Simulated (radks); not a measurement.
Fractional charge and spin in the 1s shell of helium: the spin-up occupation runs from 0 to 1 and the spin-down occupation from 0 to 1; the fullest corner is He, 1s(up 1, down 1). Calculated with a radial shooting solver on a logarithmic mesh with Libxc functionals: scalar-relativistic Kohn-Sham, PBE, spin-polarised, spherical densities, point nucleus. Energy (eV) minus the two flat planes that join the four corners (they meet along the diagonal where the two added fractions sum to one electron); zero is where a piecewise linear energy would lie.

\begin{tabular}{lrrrrr}
down \ up & 0 & 0.25 & 0.5 & 0.75 & 1 \\ \hline
0 & 0.000 & -1.948 & -2.864 & -2.242 & 0.000 \\
0.25 & -1.948 & -1.781 & -0.638 & 1.945 & -1.411 \\
0.5 & -2.864 & -0.638 & 2.496 & -0.482 & -2.069 \\
0.75 & -2.242 & 1.945 & -0.482 & -1.682 & -1.610 \\
1 & 0.000 & -1.411 & -2.069 & -1.610 & 0.000 \\
\end{tabular}

Corners above the fullest one (they belong to He+ and the next ion): (up 1, down 0) 24.468 eV, (up 0, down 1) 24.468 eV, (up 0, down 0) 78.725 eV. With half an added electron in each spin the energy lies 2.496 eV from the planes (fractional-spin error, the static-correlation error of a stretched bond), and with half an added electron in spin up alone -2.864 eV (fractional-charge error). For a frontier s shell over closed shells the exact functional lies on the planes.
